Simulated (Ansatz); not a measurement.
Harmonic frequencies (cm⁻¹) at PBE0-D4/def2-TZVP from Ansatz: 96, 265, 378, 411, 508, 633, 674, 1980, 1994.

Q: Which molecule is it?
A. `[F][SnH]([Cl])[Br]`
B. `[Br][Sn]([Br])([Br])[Br]`
C. `[Cl][SnH2][Br]`
D. `[Cl][SnH3]`

A: C.
